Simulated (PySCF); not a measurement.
A side-by-side comparison of computed properties.

First species: C6H7N3.
SMILES: `C#Cc1c(C)nnn1C`

Second species: C₄H₉OP.
SMILES: `C[C@@H]1C[P@]1(C)=O`

Levels: PBE0/def2-SVPD for dipole moment, HOMO energy, LUMO energy, HOMO–LUMO gap, static isotropic polarisability and electronic spatial extent ⟨r²⟩ about the centre of nuclear charge; TDDFT PBE0/def2-SVPD for lowest singlet excitation; TDA PBE0/def2-SVPD for lowest triplet excitation (Tamm–Dancoff); GFN2-xTB for rotational constant A and rotational constant C. Geometries: GFN2-xTB. Each structure is a single optimised conformer of the isolated species, non-relativistic unless stated. Electronic properties by PySCF.

Task: Which of the two has the higher static isotropic polarisability, and by how much?

Result: The first: 91.8 au against 73.3 au, a difference of 18.5 au.

Task: Which of the two has the higher rotational constant A, and by how much?

Result: The second: 4.586 GHz against 2.101 GHz, a difference of 2.485 GHz.

Task: Which has the higher dipole moment?

Result: The second: 4.19 D against 3.99 D, a difference of 0.20 D.

Task: Which has the higher S1 energy?

Result: The second: 6.00 eV against 5.00 eV, a difference of 1.00 eV.

Task: Which has the higher LUMO energy?

Result: The second: 0.32 eV against -1.03 eV, a difference of 1.35 eV.

Task: Which of the two has the higher rotational constant C, and by how much?

Result: The second: 1.972 GHz against 1.016 GHz, a difference of 0.956 GHz.

Task: Which of the two has the higher T1 energy, and by how much?

Result: The second: 5.65 eV against 3.61 eV, a difference of 2.04 eV.

Task: Which has the higher ⟨r²⟩?

Result: The first: 1135 bohr² against 730 bohr², a difference of 405 bohr².

On the first: No computed singlet falls in the visible range (750 to 380 nm, 1.65 to 3.26 eV); S1 lies 1.74 eV above its blue end. In atomic units the dipole is 1.57 e·bohr (1 au = 2.5417 D).

On the second: The polarisability is 10.85 Å³ as a volume (1 au = 0.148185 Å³), or 1.31 au for each of the 56 electrons. The principal polarisabilities are 63.9, 69.4 and 86.5 au; their mean is the isotropic value.
